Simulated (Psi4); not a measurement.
CH₄N (SMILES C[NH]), doublet, at a GFN2-xTB geometry, atoms displaced at random by about 0.05 Å a coordinate; HF/STO-3G run with Psi4 1.11.

Input for Psi4:
```
memory 2 GB

molecule {
0 2
  C     0.05670528    0.56724369    0.04838921
  N    -0.01997013   -0.72558280    0.00376502
  H    -1.05377040    1.07027414    0.08056194
  H    -0.51974016   -1.15452997   -0.78444967
  H     0.55626263    0.98072546    0.95604006
  H     0.53094003    0.97143428   -0.87978228
}

set basis sto-3g
set reference uhf
set intrafrag_hess fischer

optimize('scf')
print_variables()
```

It wrote (shortened):

```
gradient() will perform analytic gradient computation.

   => Loading Basis Set <=

    Name: STO-3G
    Role: ORBITAL
    Keyword: BASIS

         ---------------------------------------------------------
                                   SCF
               by Justin Turney, Rob Parrish, Andy Simmonett
                          and Daniel G. A. Smith
                              UHF Reference
         ---------------------------------------------------------

  ==> Geometry <==

    Molecular point group: c1
    Full point group: C1

    Geometry (in Angstrom), charge = 0, multiplicity = 2:

       Center              X                  Y                   Z               Mass
    ------------   -----------------  -----------------  -----------------  -----------------
         C            0.059678310930     0.616219075334     0.048360869170    12.000000000000
         N           -0.016997099070    -0.676607414666     0.003736679170    14.003074004430
         H           -1.050797369070     1.119249525334     0.080533599170     1.007825032230
         H           -0.516767129070    -1.105554584666    -0.784478010830     1.007825032230
         H            0.559235660930     1.029700845334     0.956011719170     1.007825032230
         H            0.533913060930     1.020409665334    -0.879810620830     1.007825032230

  Running in c1 symmetry.

  Rotational constants: A =      4.06350  B =      0.96014  C =      0.92482 [cm^-1]
  Rotational constants: A = 121820.53441  B =  28784.12744  C =  27725.40774 [MHz]
  Nuclear repulsion =   37.581924226571260

  Charge       = 0
  Multiplicity = 2
  Electrons    = 17
  Nalpha       = 9
  Nbeta        = 8

  ==> Algorithm <==

  SCF Algorithm Type is DF.
  DIIS enabled.
  MOM disabled.
  Fractional occupation disabled.
  Guess Type is SAD.
  Energy threshold   = 1.00e-08
  Density threshold  = 1.00e-08
  Integral threshold = 1.00e-12

  ==> Primary Basis <==

  Basis Set: STO-3G
    Blend: STO-3G
    Number of shells: 10
    Number of basis functions: 14
    Number of Cartesian functions: 14
    Spherical Harmonics?: true
    Max angular momentum: 1

   => Loading Basis Set <=

    Name: (STO-3G AUX)
    Role: JKFIT
    Keyword: DF_BASIS_SCF

  ==> Integral Setup <==

  SCF_SUBTYPE=INCORE selected. In-core MEM_DF algorithm will be used.
  Using in-core AOs.

  ==> MemDFJK: Density-Fitted J/K Matrices <==

    J tasked:                   Yes
    K tasked:                   Yes
    wK tasked:                   No
    Algorithm:                 Core
    Schwarz Cutoff:           1E-12
    Mask sparsity (%):       0.0000
    Fitting Condition:        1E-10

   => Auxiliary Basis Set <=

  Basis Set: (STO-3G AUX)
    Blend: DEF2-UNIVERSAL-JKFIT
    Number of shells: 74
    Number of basis functions: 224
    Number of Cartesian functions: 262
    Spherical Harmonics?: true
    Max angular momentum: 4

  Minimum eigenvalue in the overlap matrix is 2.0420873096E-01.
  Reciprocal condition number of the overlap matrix is 8.8642952049E-02.
    Using symmetric orthogonalization.

  ==> Pre-Iterations <==

  SCF Guess: Superposition of Atomic Densities via on-the-fly atomic UHF (no occupation information).

   -------------------------
    Irrep   Nso     Nmo
   -------------------------
     A         14      14
   -------------------------
    Total      14      14
   -------------------------

  ==> Iterations <==

                           Total Energy        Delta E     RMS |[F,P]|

   @DF-UHF iter SAD:   -91.68242569807877   -9.16824e+01   0.00000e+00
   @DF-UHF iter   1:   -93.30937263431937   -1.62695e+00   1.73172e-02 ADIIS/DIIS
   @DF-UHF iter   2:   -93.36203932379502   -5.26667e-02   6.00165e-03 ADIIS/DIIS
   @DF-UHF iter   3:   -93.36863501719439   -6.59569e-03   2.29764e-03 ADIIS/DIIS
   @DF-UHF iter   4:   -93.37036364689364   -1.72863e-03   4.49577e-04 ADIIS/DIIS
   @DF-UHF iter   5:   -93.37041750685471   -5.38600e-05   2.30804e-04 ADIIS/DIIS
   @DF-UHF iter   6:   -93.37043903319324   -2.15263e-05   1.05852e-04 ADIIS/DIIS
   @DF-UHF iter   7:   -93.37044658040259   -7.54721e-06   4.88461e-05 DIIS
   @DF-UHF iter   8:   -93.37044907791667   -2.49751e-06   3.52355e-05 DIIS
   @DF-UHF iter   9:   -93.37045128384773   -2.20593e-06   2.16627e-05 DIIS
   @DF-UHF iter  10:   -93.37045231634589   -1.03250e-06   7.64666e-06 DIIS
   @DF-UHF iter  11:   -93.37045239976031   -8.34144e-08   2.64913e-06 DIIS
   @DF-UHF iter  12:   -93.37045240398639   -4.22608e-09   1.21261e-06 DIIS
   @DF-UHF iter  13:   -93.37045240484404   -8.57654e-10   3.54055e-07 DIIS
   @DF-UHF iter  14:   -93.37045240490710   -6.30536e-11   9.66211e-08 DIIS
   @DF-UHF iter  15:   -93.37045240491084   -3.73745e-12   2.65522e-08 DIIS
   @DF-UHF iter  16:   -93.37045240491109   -2.55795e-13   9.92400e-09 DIIS
  Energy and wave function converged.

  ==> Post-Iterations <==

   @Spin Contamination Metric:   1.324855452E-02
   @S^2 Expected:                7.500000000E-01
   @S^2 Observed:                7.632485545E-01
   @S   Expected:                5.000000000E-01
   @S   Observed:                5.000000000E-01

    Orbital Energies [Eh]
    ---------------------

    Alpha Occupied:

[...]
    Alpha Virtual:

[...]
    Beta Occupied:

[...]
    Beta Virtual:

[...]
    Final Occupation by Irrep:
              A
    DOCC [     8 ]
    SOCC [     1 ]
    NA   [     9 ]
    NB   [     8 ]

  @DF-UHF Final Energy:   -93.37045240491109

   => Energetics <=

    Nuclear Repulsion Energy =             37.5819242265712603
    One-Electron Energy =                -200.7356260882031904
    Two-Electron Energy =                  69.7832494567208386
    Total Energy =                        -93.3704524049110915

  UHF NO Occupations:
  HONO-2 :    7  A 1.9978710
  HONO-1 :    8  A 1.9969800
  HONO-0 :    9  A 1.0000000
  LUNO+0 :   10  A 0.0030200
  LUNO+1 :   11  A 0.0021290
  LUNO+2 :   12  A 0.0008178
  LUNO+3 :   13  A 0.0006121

Computation Completed

[...]
  @DF-UHF Final Energy:   -93.41982943690505
    Total Energy =                        -93.4198294369050473
  @DF-UHF Final Energy:   -93.42589572039552
    Total Energy =                        -93.4258957203955163
  @DF-UHF Final Energy:   -93.42626453133485
    Total Energy =                        -93.4262645313348514
  @DF-UHF Final Energy:   -93.42634634907230
    Total Energy =                        -93.4263463490723041
  @DF-UHF Final Energy:   -93.42635476732681
    Total Energy =                        -93.4263547673268135
  @DF-UHF Final Energy:   -93.42635568485079
    Total Energy =                        -93.4263556848507903
[...]
    ------   -----------------  -----------------  -----------------
       1       -0.000053971677    -0.000093048016     0.000081373984
       2       -0.000024880063     0.000034873952    -0.000022047996
       3       -0.000044270167    -0.000005283497     0.000006240656
       4        0.000010678677    -0.000004776716     0.000015772885
       5        0.000032142157     0.000019752135     0.000027955477
       6        0.000080301073     0.000048482142    -0.000109295006

    			-----------------------------------------

    			 OPTKING 3.0: for geometry optimizations

    			     By R.A. King, Bethel University

    			        with contributions from

    			    A.V. Copan, J. Cayton, A. Heide

    			-----------------------------------------

	                            ===> Fragment 1 <==

	 Z (Atomic Numbers)          Masses                          Geom
	       6.000000            12.000000          0.05527265  1.35997224  0.03744190
	       7.000000            14.003074          0.00991995 -1.47401579  0.07539298
	       1.000000             1.007825         -1.86105651  2.11778204  0.06619881
	       1.000000             1.007825         -1.00320753 -1.93267893 -1.58876182
	       1.000000             1.007825          1.06702138  2.05304434  1.68825986
	       1.000000             1.007825          1.00128945  2.04938773 -1.65904762

	 - Coordinate -           - BOHR/RAD -       - ANG/DEG -
	 R(1,2)           =         2.834605           1.500008
	 R(1,3)           =         2.060927           1.090596
	 R(1,5)           =         2.056498           1.088252
	 R(1,6)           =         2.061145           1.090711
	 R(2,4)           =         2.001552           1.059176
	 B(1,2,4)         =         1.798838         103.065854
	 B(2,1,3)         =         1.931101         110.643941
	 B(2,1,5)         =         1.911411         109.515777
	 B(2,1,6)         =         1.931329         110.656975
	 B(3,1,5)         =         1.898993         108.804257
	 B(3,1,6)         =         1.891536         108.377027
	 B(5,1,6)         =         1.898831         108.794985
	 D(3,1,2,4)       =         1.048822          60.093046
	 D(4,2,1,5)       =         3.142039         180.025588
	 D(4,2,1,6)       =        -1.047986         -60.045195

	        --- Internal Coordinate Step in ANG or DEG, aJ/ANG or AJ/DEG ---
	-------------------------------------------------------------------------------
	           Coordinate      Previous         Force          Change          New
	           ----------      --------        ------          ------        ------
	               R(1,2)       1.50001        0.00025        0.00004       1.50005
	               R(1,3)       1.09060       -0.00032       -0.00005       1.09055
	               R(1,5)       1.08825       -0.00037       -0.00005       1.08820
	               R(1,6)       1.09071       -0.00118       -0.00017       1.09054
	               R(2,4)       1.05918        0.00014        0.00002       1.05919
	             B(1,2,4)     103.06585       -0.00000       -0.00434     103.06151
	             B(2,1,3)     110.64394        0.00000        0.00470     110.64864
	             B(2,1,5)     109.51578       -0.00000       -0.00149     109.51429
	             B(2,1,6)     110.65698       -0.00000       -0.00081     110.65617
	             B(3,1,5)     108.80426       -0.00000       -0.00247     108.80179
	             B(3,1,6)     108.37703       -0.00000       -0.00460     108.37243
	             B(5,1,6)     108.79499        0.00000        0.00463     108.79962
	           D(3,1,2,4)      60.09305       -0.00000       -0.00188      60.09117
	           D(4,2,1,5)     180.02559       -0.00000       -0.00294     180.02264
	           D(4,2,1,6)     -60.04520        0.00000        0.00134     -60.04386
	-------------------------------------------------------------------------------

	                                 ==> Convergence Check <==

	Measures of convergence in internal coordinates in au.

	Criteria marked as inactive (o), active & met (*), and active & unmet ( ).

	----------------------------------------------------------------------------------------------
	   Step    Total Energy     Delta E     Max Force     RMS Force      Max Disp      RMS Disp
	----------------------------------------------------------------------------------------------
	  Convergence Criteria     1.00e-06 *    3.00e-04 *             o    1.20e-03 *             o
	----------------------------------------------------------------------------------------------
	     7     -93.42635568   -9.18e-07 *    1.43e-04 *    4.26e-05 o    3.17e-04 *    1.02e-04 o  ~
	----------------------------------------------------------------------------------------------

Next Geometry in Ang
	Fragment 1 (Ang)

	    C   0.0292625450   0.7196790825   0.0197980048
	    N   0.0052931309  -0.7800450358   0.0398985368
	    H  -0.9847480136   1.1207402206   0.0350009189
	    H  -0.5308642289  -1.0227051869  -0.8407475572
	    H   0.5646072866   1.0864157554   0.8933526974
	    H   0.5297474180   1.0844318230  -0.8778401547

    Final optimized geometry and variables:
    Molecular point group: c1
    Full point group: C1

    Geometry (in Angstrom), charge = 0, multiplicity = 2:

    C            0.029249027865     0.719666317189     0.019813400825
    N            0.005249409591    -0.780015563492     0.039896247192
    H           -0.984828693110     1.120681990296     0.035030898982
    H           -0.530874560311    -1.022729645691    -0.840736550926
    H            0.564643397466     1.086424277469     0.893388641219
    H            0.529859556510     1.084489283000    -0.877930191286

  Variable Map:
  ----------------------------------------------------------------------------
[...]
  Array Variable Map:
  ----------------------------------------------------------------------------
[...]
Optimizer: Optimization complete!
```
